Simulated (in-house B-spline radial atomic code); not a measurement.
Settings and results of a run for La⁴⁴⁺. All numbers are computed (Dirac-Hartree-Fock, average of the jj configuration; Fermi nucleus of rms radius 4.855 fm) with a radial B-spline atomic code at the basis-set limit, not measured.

In the input, a minus or plus after the letter marks the j = l - 1/2 or j = l + 1/2 subshell.

Command:
```bash
python run_scf.py task.json out
```
Settings (nuclear radius in fm, mass in u):
```
Z                57
configuration    1s2 2s2 2p6 3s2 3p-1
hamiltonian      dirac
method           hf
spin_polarised   False
nucleus          fermi
rms_radius       4.855
atomic_mass      138.90636
speed_of_light   137.035999084
```

Output (hartree, bohr):
```
 radial grid: 56 intervals, B-splines of order 8, outer radius 1.5436 bohr

 iter        energy (Eh)    residual
    1       -6630.211824    8.57e+00
    2       -6661.702194    4.63e-01
    3       -6661.763386    2.21e-01
    4       -6661.777236    1.05e-01
    5       -6661.781273    4.80e-03
    6       -6661.781283    1.71e-05
    7       -6661.781283    1.49e-07

 total energy                     -6661.78128
 kinetic                            7229.7737
 electron-nucleus                 -14534.3690
 electron-electron                   642.8140

 first-order corrections (not in the total)
   Gaunt                             6.4355
   retardation                      -0.5784
   frequency dependence             -0.0704
   self-energy                       5.3170
   Uehling                          -0.7769
   Wichmann-Kroll                    0.0202
   recoil                            0.0202

 orbital      occ     eigenvalue          <r>       <r^2>       <1/r>     <1/r^3>     <1/r^2>       r_max    small
 1s1/2      2.000     -1545.9377    0.0250456 0.000852083     62.0425           -     8517.47     0.01607  4.45e-02
 2s1/2      2.000      -333.8431        0.105   0.0130238     14.8724           -     1060.38     0.09024  9.98e-03
 2p1/2      2.000      -321.2930    0.0883657  0.00957708       14.76           -     335.728     0.06894  9.89e-03
 2p3/2      4.000      -305.3443    0.0941582   0.0107421     13.4424     6889.06     245.122     0.07399  9.35e-03
 3s1/2      2.000      -133.0465     0.255099   0.0740926     5.97398           -     269.524      0.2424  3.77e-03
 3p1/2      1.000      -129.3496     0.241424   0.0673727     5.92748           -     87.5289      0.2275  3.74e-03
```


For the Dirac Hamiltonian the kinetic term is c α·p + (β - 1)c².
